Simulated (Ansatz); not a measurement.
Computed with PBE0-D4/def2-TZVP (Ansatz, a program for electronic structure). No frequencies were computed at this level.

Ansatz 0.2 input:
```yaml
crystal:
  periodic: [false, false, false]
  atoms:
    - { symbol: C, position_ang: [1.49098, 0.298291, 0.148373] }
    - { symbol: C, position_ang: [0.318133, 0.060061, 0.0391] }
    - { symbol: C, position_ang: [-1.078549, -0.220955, -0.090046] }
    - { symbol: O, position_ang: [-1.791068, -0.639131, 0.780865] }
    - { symbol: H, position_ang: [2.517369, 0.508826, 0.232578] }
    - { symbol: H, position_ang: [-1.456867, -0.007091, -1.110869] }
basis:
  gaussian: { orbitals: def2-tzvp }
hamiltonian:
  xc: pbe0
  dispersion: d4
relax:
  max_steps: 150
```

Output:

```
Functional definition: PBE0
779 factors; their error is unknown
mean field evaluation 1: about -5178.9029 eV, gradient 4.9e1 eV
mean field evaluation 2: about -5176.2352 eV, gradient 6.3e1 eV
mean field evaluation 4: about -5183.6917 eV, gradient 2.7e0 eV
mean field evaluation 8: about -5183.7081 eV, gradient 1.5e-1 eV
mean field evaluation 16: about -5183.7167 eV, gradient 6.5e-5 eV
mean field -5183.71668713 eV, -190.4980746027 hartree, gradient 6.5e-5 eV, S^2 0.000000; 0 other end points of the search recorded, 0 dependent functions left out
reference -5183.71671156 eV, -190.4980755003 hartree; 14, 14 occupied and 122, 122 virtual orbitals, 779 factors
relax step   1: F+E_penalty+E_count = -5183.78627689 eV  Δ(F+E_penalty+E_count) = +0.000e0 eV  max|allowed force component| = 5.885e-1 eV/Å  Δτ_max = 0.0000 Å  (28 SCF iters, accepted)
these checks for a lower state are left out or cut short: starts, cluster_reference, orbital_swaps, neighbouring_geometries, increment
779 factors; their error is unknown
mean field -5183.72875778 eV, -190.4985181910 hartree, gradient 1.0e-5 eV, S^2 0.000000; 0 other end points of the search recorded, 0 dependent functions left out
reference -5183.72878221 eV, -190.4985190886 hartree; 14, 14 occupied and 122, 122 virtual orbitals, 779 factors
relax step   2: F+E_penalty+E_count = -5183.79826382 eV  Δ(F+E_penalty+E_count) = -1.199e-2 eV  max|allowed force component| = 3.228e-1 eV/Å  Δτ_max = 0.0193 Å  (34 SCF iters, accepted)
these checks for a lower state are left out or cut short: starts, cluster_reference, orbital_swaps, neighbouring_geometries, increment
779 factors; their error is unknown
mean field -5183.65137368 eV, -190.4956743776 hartree, gradient 1.0e-5 eV, S^2 0.000000; 0 other end points of the search recorded, 0 dependent functions left out
reference -5183.65139806 eV, -190.4956752735 hartree; 14, 14 occupied and 122, 122 virtual orbitals, 779 factors
relax step   3: F+E_penalty+E_count = -5183.72075546 eV  Δ(F+E_penalty+E_count) = +7.751e-2 eV  max|allowed force component| = 1.402e0 eV/Å  Δτ_max = 0.0807 Å  (34 SCF iters, rejected (line search))
these checks for a lower state are left out or cut short: starts, cluster_reference, orbital_swaps, neighbouring_geometries, increment
779 factors; their error is unknown
mean field evaluation 32: about -5183.7063 eV, gradient 3.5e0 eV
mean field -5183.72960636 eV, -190.4985493757 hartree, gradient 1.0e-5 eV, S^2 0.000000; 0 other end points of the search recorded, 0 dependent functions left out
reference -5183.72963080 eV, -190.4985502736 hartree; 14, 14 occupied and 122, 122 virtual orbitals, 779 factors
relax step   4: F+E_penalty+E_count = -5183.79917523 eV  Δ(F+E_penalty+E_count) = -9.114e-4 eV  max|allowed force component| = 1.606e-1 eV/Å  Δτ_max = 0.0272 Å  (32 SCF iters, accepted)
these checks for a lower state are left out or cut short: starts, cluster_reference, orbital_swaps, neighbouring_geometries, increment
779 factors; their error is unknown
mean field -5183.73023033 eV, -190.4985723062 hartree, gradient 1.1e-5 eV, S^2 0.000000; 0 other end points of the search recorded, 0 dependent functions left out
reference -5183.73025475 eV, -190.4985732036 hartree; 14, 14 occupied and 122, 122 virtual orbitals, 779 factors
relax step   5: F+E_penalty+E_count = -5183.79968724 eV  Δ(F+E_penalty+E_count) = -5.120e-4 eV  max|allowed force component| = 1.840e-1 eV/Å  Δτ_max = 0.0270 Å  (34 SCF iters, accepted)
these checks for a lower state are left out or cut short: starts, cluster_reference, orbital_swaps, neighbouring_geometries, increment
779 factors; their error is unknown
mean field -5183.73239441 eV, -190.4986518347 hartree, gradient 1.1e-5 eV, S^2 0.000000; 0 other end points of the search recorded, 0 dependent functions left out
reference -5183.73241884 eV, -190.4986527325 hartree; 14, 14 occupied and 122, 122 virtual orbitals, 779 factors
relax step   6: F+E_penalty+E_count = -5183.80180844 eV  Δ(F+E_penalty+E_count) = -2.121e-3 eV  max|allowed force component| = 8.930e-2 eV/Å  Δτ_max = 0.0131 Å  (34 SCF iters, accepted)
these checks for a lower state are left out or cut short: starts, cluster_reference, orbital_swaps, neighbouring_geometries, increment
779 factors; their error is unknown
mean field -5183.73247822 eV, -190.4986549144 hartree, gradient 1.0e-5 eV, S^2 0.000000; 0 other end points of the search recorded, 0 dependent functions left out
reference -5183.73250265 eV, -190.4986558122 hartree; 14, 14 occupied and 122, 122 virtual orbitals, 779 factors
relax step   7: F+E_penalty+E_count = -5183.80190678 eV  Δ(F+E_penalty+E_count) = -9.834e-5 eV  max|allowed force component| = 4.984e-2 eV/Å  Δτ_max = 0.0024 Å  (35 SCF iters, accepted)
these checks for a lower state are left out or cut short: starts, cluster_reference, orbital_swaps, neighbouring_geometries, increment
779 factors; their error is unknown
mean field evaluation 64: about -5183.7326 eV, gradient 6.2e-3 eV
mean field -5183.73255394 eV, -190.4986576973 hartree, gradient 1.0e-5 eV, S^2 0.000000; 0 other end points of the search recorded, 0 dependent functions left out
reference -5183.73257837 eV, -190.4986585950 hartree; 14, 14 occupied and 122, 122 virtual orbitals, 779 factors
relax step   8: F+E_penalty+E_count = -5183.80200474 eV  Δ(F+E_penalty+E_count) = -9.796e-5 eV  max|allowed force component| = 1.811e-2 eV/Å  Δτ_max = 0.0041 Å  (35 SCF iters, accepted)
these checks for a lower state are left out or cut short: starts, cluster_reference, orbital_swaps, neighbouring_geometries, increment
779 factors; their error is unknown
mean field -5183.73255549 eV, -190.4986577543 hartree, gradient 1.0e-5 eV, S^2 0.000000; 0 other end points of the search recorded, 0 dependent functions left out
reference -5183.73257992 eV, -190.4986586519 hartree; 14, 14 occupied and 122, 122 virtual orbitals, 779 factors
relax step   9: F+E_penalty+E_count = -5183.80200649 eV  Δ(F+E_penalty+E_count) = -1.748e-6 eV  max|allowed force component| = 7.657e-4 eV/Å  Δτ_max = 0.0003 Å  (34 SCF iters, accepted)
779 factors; their error is unknown
mean field evaluation 96: about -5183.7326 eV, gradient 6.9e-5 eV
mean field -5183.73255549 eV, -190.4986577543 hartree, gradient 1.0e-5 eV, S^2 0.000000; 1 other end points of the search recorded, 0 dependent functions left out
reference -5183.73257992 eV, -190.4986586519 hartree; 14, 14 occupied and 122, 122 virtual orbitals, 779 factors
Total energy: -5183.80203091 eV, -190.5012109289 hartree
Atom 0 at     1.496159     0.300729     0.142677 Å, force     0.000584     0.000051     0.000104 eV/Å
Atom 1 at     0.322477     0.056180     0.060145 Å, force    -0.000766    -0.000079    -0.000078 eV/Å
Atom 2 at    -1.085477    -0.218900    -0.101076 Å, force     0.000014     0.000088    -0.000294 eV/Å
Atom 3 at    -1.791647    -0.637831     0.777157 Å, force    -0.000026    -0.000041     0.000074 eV/Å
Atom 4 at     2.536533     0.511747     0.235443 Å, force     0.000080     0.000032    -0.000031 eV/Å
Atom 5 at    -1.478046    -0.011925    -1.114346 Å, force     0.000115    -0.000051     0.000225 eV/Å
Dipole moment:     0.457604     0.204866    -0.341706 e Å
```

Cost: very roughly 22 core-seconds.
